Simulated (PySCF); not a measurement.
A PySCF script (with the pyscf-properties extension) for the NMR shieldings of `O[SiH]1N[SiH2]N1`, H₆N₂OSi₂, on a PBE0-D3(BJ)/def2-SVP geometry:

```python
import basis_set_exchange as bse
import numpy as np
from pyscf import gto, dft
from pyscf.prop import nmr

atoms = """
O     2.153978   -0.453946    0.451104
Si    0.820565    0.054002   -0.391705
N    -0.329275    1.049946    0.461139
Si   -1.657308   -0.047311    0.175391
N    -0.481469   -1.090011   -0.586119
H     1.969333   -0.859816    1.304295
H     1.425058    0.614943   -1.625077
H    -0.274797    1.979090    0.850146
H    -2.741901    0.466479   -0.719596
H    -2.325426   -0.597704    1.397785
H    -0.560826   -1.952916   -1.102659
"""
names = dict.fromkeys(["O", "Si", "N", "H"], "pcSseg-2")
basis = {el: gto.basis.parse(bse.get_basis(n, elements=[el], fmt="nwchem")) for el, n in names.items()}
mol = gto.M(atom=atoms, basis=basis, charge=0, verbose=0)
mf = dft.RKS(mol, xc="GGA_XC_KT2")
mf.grids.level = 2
mf.grids.alignment = dft.numint.BLKSIZE   # the property module wants whole blocks of grid points
mf.conv_tol = 1e-9
mf.kernel()

calc = nmr.RKS(mf)   # GIAO
sigma = calc.kernel()   # uncoupled for a functional without exact exchange
for i, s in enumerate(sigma):   # ppm
    print("%2d %-2s %9.2f" % (i, mol.atom_pure_symbol(i), np.trace(s) / 3))
```

Q: What are the results?

A: 
```
 0 O     219.88
 1 Si    382.99
 2 N     216.15
 3 Si    379.27
 4 N     216.17
 5 H      29.14
 6 H      25.65
 7 H      30.04
 8 H      25.34
 9 H      25.32
10 H      30.05
```

These numbers come from an equivalent density-fitted implementation of the same equations, which agrees with the script to about 0.01 ppm for H and up to a few tenths of a ppm for heavy atoms, so last digits may differ.

Size and cost of the density-fitted run: 278 basis functions, 45 s wall time on 1 thread of an Arm Neoverse V1, shared host.
